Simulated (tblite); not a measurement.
Compound: C4H17NSi3.
Bonds: C1–C2, C2–C3, C2–C4, C2–N5, N5–Si6, Si6–Si7, Si7–Si8. Hydrogens: H9, H10, H11 on C1; H12, H13, H14 on C3; H15, H16, H17 on C4; H18 on N5; H19, H20 on Si6; H21, H22 on Si7; H23, H24, H25 on Si8.

Structure optimised with GFN2-xTB, isolated species.

Task: What internal coordinates does the optimisation give?

Result: 
| bond | length (Å) | order |
| --- | --- | --- |
| C1–C2, C2–C4 | 1.530 | single |
| C2–C3 | 1.535 | single |
| C2–N5 | 1.453 | single |
| N5–Si6 | 1.719 | single |
| Si6–Si7 | 2.306 | single |
| Si7–Si8 | 2.313 | single |
| C1–H9 and 8 like bonds | 1.087 | single |
| N5–H18 | 1.010 | single |
| Si6–H19, Si6–H20 | 1.475 | single |
| Si7–H21, Si7–H22 | 1.474 | single |
| Si8–H23, Si8–H24, Si8–H25 | 1.467 | single |

Bonds in one row agree within 0.01 Å and their mean is given. Orders are formal, as drawn. A selection of angles:
| angle | degrees |
| --- | --- |
| C1–C2–C3 | 109.6 |
| C1–C2–N5 | 107.9 |
| C3–C2–N5 | 110.5 |
| C4–C2–N5 | 109.7 |
| C2–N5–Si6 | 127.9 |
| N5–Si6–Si7 | 104.1 |
| Si6–Si7–Si8 | 116.0 |
| H18–N5–C2 | 109.7 |
| H18–N5–Si6 | 115.9 |

Torsions: C1–C2–N5–Si6 161° (antiperiplanar); C2–N5–Si6–Si7 180° (antiperiplanar); N5–Si6–Si7–Si8 73° (synclinal). The mirror-image conformer, all signs reversed, is as good.

Si8 (SiH3 silicon) is distorted tetrahedral (angles from 105.6° to 114.6°). N5 (silicon-bound nitrogen) has angles 127.9°, 115.9° and 109.7°, sum 353.5°, 0.20 Å off the plane of its three neighbours. Si7 (SiH2 silicon) is distorted tetrahedral (angles from 102.3° to 116.0°). Of the pairs four or more bonds apart, Si6···H15 is among the closest relative to their van der Waals radii: 2.90 Å, 88 % of the sum of Bondi's values. Si6 (SiH2 silicon) is distorted tetrahedral (angles from 104.1° to 115.4°).

Point group: C1 (no symmetry element, even within 0.4 Å). GFN2-xTB frequencies show an imaginary mode (41i cm⁻¹), so the point is no minimum at that level. 3 starts were optimised and ended at 0.00, 0.67 and 0.71 kcal/mol (GFN2-xTB); the lowest of these is shown.

The run took 8.7 s of wall time on one thread, Intel Xeon at 2.50 GHz (x86_64), no GPU (shared host). These figures are those of the optimisation.

These are computed values.
